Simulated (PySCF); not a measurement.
**Calculated NMR parameters of FC(F)=C(F)c1ccccn1**

```yaml
Formula: C7H4F3N
SMILES: FC(F)=C(F)c1ccccn1
InChI: InChI=1S/C7H4F3N/c8-6(7(9)10)5-3-1-2-4-11-5/h1-4H
Point_group_of_the_computed_structure: C1
Degrees_of_unsaturation: 5
Carbon_signals: 7
Proton_signals: 4
```

Bonds (- single, = double, # triple, : aromatic): F1-C2 1.307 Å, C2-F3 1.297 Å, C2=C4 1.343 Å, C4-F5 1.339 Å, C4-C6 1.462 Å, C6:C7 1.403 Å, C7:C8 1.390 Å, C8:C9 1.392 Å, C9:C10 1.396 Å, C10:N11 1.326 Å, N11:C6 1.336 Å. C7 carries H12; C8 carries H13; C9 carries H14; C10 carries H15.

Computed data (PySCF 2.14): J: B3LYP/pcJ-1 (spin–dipole term only in couplings to heteroatoms), coordinates at the PBE0-D3(BJ)/def2-SVP level, GIAO PBE0/pcSseg-1 shieldings. Isolated molecule, relativity neglected, one computed conformer.

Shifts are taken against calculated references (same method and geometry level): ¹H (σref 31.27) and ¹³C (σref 184.41) against TMS; CFCl3 for ¹⁹F (σref 177.25); ¹⁵N (σref 265.67) against NH3.

```tsv
carbon	δC, type	δH (multiplicity, J in Hz)	HMBC from (abs. J ≥ 3 Hz)	span of the C tensor (ppm)
C2	164.3, C	–	–	95
C4	134.7, C	–	–	67
C6	154.3, C	–	H15, H13	209
C7	122.7, CH	7.47 (ddd, 9.0, 4.9, 1.0)	H14	229
C8	141.8, CH	7.81 (td, 8.7, 1.6)	H15	252
C9	126.3, CH	7.10 (dd, 8.4, 5.3)	H15, H12	227
C10	155.1, CH	8.77 (m)	H13, H14	226
```

Other nuclei:
| atoms | nucleus | environment | δ (ppm) | σ (ppm) |
| --- | --- | --- | --- | --- |
| F1 | ¹⁹F | vinylic fluorine | -90.7 | 268.0 |
| F3 | ¹⁹F | vinylic fluorine | -97.4 | 274.6 |
| F5 | ¹⁹F | vinylic fluorine | -202.6 | 379.8 |
| N11 | ¹⁵N | pyridine-type ring nitrogen | 344.1 | -78.4 |

Selected couplings (Hz, signed; the shortest-range and largest first, 30 at most; isotopes ¹³C, ¹⁹F, ¹H, ¹⁵N): ¹J(C2,F3) -386.8, ¹J(F1,C2) -368.5, ¹J(C4,F5) -287.7, ¹J(C10,H15) 187.7, ¹J(C7,H12) 174.2, ¹J(C9,H14) 172.2, ¹J(C8,H13) 169.5, ²J(F1,F3) -89.3, ²J(C2,F5) 46.7, ²J(F3,C4) 32.0, ²J(F5,C6) 26.8, ²J(F1,C4) 23.7, ²J(N11,H15) -13.5, ³J(F3,F5) -132.7, ³J(F1,F5) 63.5, ³J(F3,C6) -10.9, ³J(H12,H13) 9.0, ³J(H13,H14) 8.4, ³J(F5,C7) 6.5, ³J(H14,H15) 5.3, ³J(F5,N11) -3.6, ³J(N11,H14) -1.5, ⁴J(F3,N11) -24.9, ⁴J(F1,C7) 10.9, ⁴J(F5,C10) 5.8, ⁴J(F5,H12) 4.9, ⁴J(F3,C7) 3.5, ⁴J(F5,C8) 3.2, ⁴J(F1,N11) -2.5, ⁴J(H13,H15) 1.6.

Carbon types of the structure: 3 × C, 4 × CH, which accounts for all hydrogens. δC 164.3, 134.7: fully substituted alkene carbon; the olefinic region. δC 155.1: aromatic CH next to a ring nitrogen; the adjacent pyridine-type nitrogen withdraws density from it. δC 154.3: substituted aromatic carbon next to a ring nitrogen. δC 141.8, 126.3, 122.7: aromatic CH. δH 8.77: hydrogen on an aromatic CH next to a ring nitrogen; ring current plus the neighbouring ring nitrogen. The protons at 7.47 and 7.81 share a coupling of 9.0 Hz (vicinal, an ortho-type coupling). The protons at 7.81 and 7.10 share a coupling of 8.4 Hz (vicinal, an ortho-type coupling).

C–F couplings over four or more bonds (about 3 Hz to the para carbon of a fluoroarene) are left out. Common functionals overestimate the size of one-bond C–F couplings by tens of Hz; these are unscaled. Multiplet labels drop couplings under 1 Hz and merge nearly equal ones. Unscaled 3J(H,H) at this level run about 10 % above measured values. Shifts are as computed. Against solution values, carbons near 30 ppm lie about +2 ppm off and those near 130 ppm about +5 ppm. Of 1313 compounds with measured shifts, 239 miss one by over three times the rms of a fit or turn the order of signals round; such compounds aren't used in these exercises. Unscaled 19F shifts against computed CFCl3 carry errors that often reach 10 to 50 ppm. Experimental scales use liquid or dissolved standards, which lie at an offset from isolated NH3 (liquid NH3: subtract about 20 ppm). Unscaled 15N shifts of sp2 nitrogen come out 20 to 40 ppm too high even then.
